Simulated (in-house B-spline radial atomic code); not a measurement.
Configurations of neutral dysprosium, with energies counted from [Xe] 4f10 6s2. All numbers are computed (scalar-relativistic (X2C) wB97X, spin-polarised, spherical fractional occupations, exact exchange averaged over the configuration; Fermi nucleus of rms radius 5.2218 fm) with an all-electron radial atomic-structure program (B-spline basis), not measured. Shells without spins written out take the highest spin.

Occupations are held fixed; configurations that lie above the ionisation limit could autoionise.

| configuration | E - E(ref) (eV) | highest orbital | its <r> (bohr) |
| --- | --- | --- | --- |
| [Xe] 4f9 5d1 6s2 | 1.254 | 5d up | 2.674 |
| [Kr] 4d10 4f10 5s2 5p5 6s2 7s1 | 27.274 | 7s up | 9.832 |

Task: Order these further configurations by energy, lowest first.
A. [Kr] 4d9 4f10 5s2 5p6 6s2 6p1
B. [Xe] 4f9 6s2 6d1
C. [Kr] 4d10 4f10 5s2 5p5 5d1 6s2

Result: B (5.7253 eV), C (23.517 eV), A (154.52 eV).
